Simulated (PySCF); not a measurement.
BrISn, neutral, multiplicity 1. Atoms are numbered in the order given.

```xyz
3

Sn     1.0397     0.4711     0.0000
Br    -0.8596     2.1905     0.0000
I     -0.4132    -1.8910     0.0000
```

Geometry optimised at B3LYP-D3(BJ)/def2-SVP. The def2 effective core potentials stand for the cores of I, Sn; spin–orbit coupling is left out.

Level of theory: TDDFT-CAM-B3LYP/def2-SVPD in PySCF.

Vertical excitations. Isolated molecule, no solvent. State labels are in the subgroup Cs.

Q: List the lowest excited states. (An estimate is asked for; the answer gives what the named calculation found.)

A: 
```json
[
 {"state": "S1", "symmetry": "A\"", "energy (eV)": "3.05", "λ (nm)": "406", "f": "0.007", "main pairs": "HOMO→LUMO 95 %"},
 {"state": "S2", "symmetry": "A\"", "energy (eV)": "3.30", "λ (nm)": "376", "f": "0.001", "main pairs": "HOMO−1→LUMO 95 %"},
 {"state": "S3", "symmetry": "A'", "energy (eV)": "3.77", "λ (nm)": "329", "f": "0.027", "main pairs": "HOMO−2→LUMO 93 %"},
 {"state": "S4", "symmetry": "A\"", "energy (eV)": "4.39", "λ (nm)": "283", "f": "0.005", "main pairs": "HOMO−4→LUMO 99 %"},
 {"state": "S5", "symmetry": "A'", "energy (eV)": "4.58", "λ (nm)": "271", "f": "0.007", "main pairs": "HOMO−3→LUMO 82 %, HOMO→LUMO+1 12 %"},
 {"state": "S6", "symmetry": "A'", "energy (eV)": "4.89", "λ (nm)": "254", "f": "0.022", "main pairs": "HOMO→LUMO+1 58 %, HOMO−1→LUMO+1 25 %"},
 {"state": "S7", "symmetry": "A\"", "energy (eV)": "4.95", "λ (nm)": "251", "f": "0.001", "main pairs": "HOMO−5→LUMO 97 %"},
 {"state": "S8", "symmetry": "A\"", "energy (eV)": "5.09", "λ (nm)": "243", "f": "0.002", "main pairs": "HOMO−2→LUMO+1 93 %"},
 {"state": "S9", "symmetry": "A'", "energy (eV)": "5.24", "λ (nm)": "237", "f": "0.096", "main pairs": "HOMO→LUMO+2 36 %, HOMO−1→LUMO+1 30 %, HOMO→LUMO+1 21 %, HOMO−3→LUMO 6 %"},
 {"state": "S10", "symmetry": "A'", "energy (eV)": "5.48", "λ (nm)": "226", "f": "0.014", "main pairs": "HOMO−1→LUMO+2 91 %"},
 {"state": "T1", "symmetry": "A\"", "energy (eV)": "2.38", "λ (nm)": "520", "f": "0", "main pairs": "HOMO→LUMO 72 %, HOMO−1→LUMO 22 %"},
 {"state": "T2", "symmetry": "A\"", "energy (eV)": "3.17", "λ (nm)": "391", "f": "0", "main pairs": "HOMO−1→LUMO 75 %, HOMO→LUMO 24 %"},
 {"state": "T3", "symmetry": "A'", "energy (eV)": "3.23", "λ (nm)": "384", "f": "0", "main pairs": "HOMO−2→LUMO 98 %"},
 {"state": "T4", "symmetry": "A'", "energy (eV)": "3.99", "λ (nm)": "311", "f": "0", "main pairs": "HOMO−3→LUMO 98 %"}
]
```
Triplets are in the Tamm–Dancoff approximation, which puts them higher than full response would, so one can lie above its singlet here.
